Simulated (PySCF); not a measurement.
BaCl, SMILES [Cl][Ba+], charge +1.

Geometry: B3LYP-D3(BJ)/def2-TZVPD. The spin state was assumed, not searched. The def2 effective core potentials stand for the cores of Ba; spin–orbit coupling is left out.

Computed with TDDFT-M06-2X/def2-TZVPD in PySCF.

Vertical excitations; the highest root listed may be one member of a degenerate set. Gas-phase values at a fixed geometry. State labels are in the subgroup C2v.

```csv
state,symmetry,energy (eV),λ (nm),f,main pairs
S1,B1,5.16,240,0.010,HOMO−1→LUMO (degenerate set)
S2,B2,5.16,240,0.010,HOMO→LUMO (degenerate set)
S3,A1,5.30,234,0.002,HOMO−2→LUMO 94 %
S4,B1,5.85,212,0.000,"HOMO−1→LUMO+2, HOMO→LUMO+1 (degenerate set)"
S5,B2,5.85,212,0.000,"HOMO→LUMO+2, HOMO−1→LUMO+1 (degenerate set)"
S6,B2,5.89,210,0.005,"HOMO−1→LUMO+1, HOMO→LUMO+2 (degenerate set)"
S7,B1,5.89,210,0.005,"HOMO→LUMO+1, HOMO−1→LUMO+2 (degenerate set)"
S8,A2,5.92,209,0.000,HOMO−2→LUMO+1 (degenerate set)
S9,A1,5.92,209,0.000,HOMO−2→LUMO+2 (degenerate set)
S10,A2,6.05,205,0.000,"HOMO→LUMO+3 40 %, HOMO−1→LUMO+4 40 %, HOMO−1→LUMO+7 9 %, HOMO→LUMO+6 9 %"
T1,B1,5.18,239,0,HOMO−1→LUMO (degenerate set)
T2,B2,5.18,239,0,HOMO→LUMO (degenerate set)
T3,A1,5.24,237,0,HOMO−2→LUMO 93 %
T4,A1,5.84,212,0,"HOMO−1→LUMO+3 38 %, HOMO→LUMO+4 38 %, HOMO−1→LUMO+6 10 %, HOMO→LUMO+7 10 %"
```
Triplets are in the Tamm–Dancoff approximation, which puts them higher than full response would, so one can lie above its singlet here.
